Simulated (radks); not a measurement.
Problem. The mean radii <r> (bohr) of the occupied orbitals of an atom or ion are listed with their occupations. Calculated with a radial shooting solver on a logarithmic mesh with Libxc functionals: Dirac Kohn-Sham, BLYP, spin-unpolarised, spherical densities, point nucleus.

| orbital | occ. | <r> |
|---|---|---|
| 1s1/2 | 2 | 0.01866 |
| 2s1/2 | 2 | 0.07831 |
| 2p1/2 | 2 | 0.06486 |
| 2p3/2 | 4 | 0.07270 |
| 3s1/2 | 2 | 0.2028 |
| 3p1/2 | 2 | 0.1927 |
| 3p3/2 | 4 | 0.2067 |
| 3d3/2 | 4 | 0.1808 |
| 3d5/2 | 6 | 0.1851 |
| 4s1/2 | 2 | 0.4204 |
| 4p1/2 | 2 | 0.4188 |
| 4p3/2 | 4 | 0.4409 |
| 4d3/2 | 1.6 | 0.4329 |
| 4d5/2 | 2.4 | 0.4392 |

Name the element and its charge. Open shells, if any, are shared by 2j + 1.

Solution. Z = 73, tantalum, charge +33: Ta33+ in [Kr] 4d4. The 1s radius gives Z: for a bare nucleus <r> = (2 gamma + 1)/(2Z) with gamma = sqrt(1 - (Z/c)^2), 0.01844 bohr for Z = 73, and screening makes it slightly larger (0.01866 here). The occupations add up to 40, and the charge is Z minus that.
